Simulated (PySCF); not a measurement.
Spinor energies of Ir⁵⁴⁺ (iridium, charge +54)

Start: [Ar] 3d5; 3d3/2 filled at m_j = -3/2, -1/2, +1/2, +3/2; 3d5/2 filled at m_j = +5/2. Calculated with PySCF 2.14 in an uncontracted even-tempered set (15 s from 15 bohr⁻², ratio 2.8; 12 p from 20 bohr⁻², ratio 2.8; 8 d from 20 bohr⁻², ratio 2.8; 3 f from 66 bohr⁻², ratio 3): generalised Hartree-Fock with the X2C-1e Hamiltonian and a Gaussian nucleus; one run each with spin-orbit coupling (SO) switched off, then screened by Boettger's factors.

| spinor shell | electrons | ε, spin-free (eV) | ε, screened SO (eV) | weight of nominal j (screened SO) | rms radius, screened SO (bohr) |
| --- | --- | --- | --- | --- | --- |
| 1s1/2 | 2 | -80058.9 | -80026.6 | 1.000 | 0.0197 |
| 2s1/2 | 2 | -16965.0 | -16952.2 | 1.000 | 0.0791 |
| 2p1/2 | 2 | -15208.8 | -16395.9 | 1.000 | 0.0671 |
| 2p3/2 | 4 | -15208.8 | -14727.4 | 1.000 | 0.0745 |
| 3s1/2 | 2 | -6303.6 | -6299.6 | 1.000 | 0.196 |
| 3p1/2 | 2 | -5771.5 | -6077.7 | 1.000 | 0.187 |
| 3p3/2 | 4 | -5771.5 | -5644.5 | 1.000 | 0.201 |
| 3d3/2 | 4 | -5294.7 | -5328.0 | 0.995 | 0.172 |
| 3d5/2 | 1 | -5294.7 | -5235.9 | 1.000 | 0.176 |

| quantity | spin-free | screened SO |
| --- | --- | --- |
| E (hartree) | -15160.86498 | -15189.59487 |
| M_J | 5/2 | 5/2 |
| ⟨J²⟩ | 8.750 | 8.753 |
| ⟨L²⟩ | 0.000 | 6.536 |
| ⟨S²⟩ | 8.750 | 2.755 |

Each row is a mean over spinors that exchange with the open shell spreads, by up to 32.371 eV (3p3/2).

Breit and QED terms are absent; they matter most for the inner s and p1/2 levels.

Densities and radii are taken from the X2C orbitals without a picture-change correction, which distorts them close to the nucleus.

Without spin-orbit coupling the j labels of p, d and f shells carry no meaning; the spin-free column gives the mean over the occupied spinors of each nl shell.
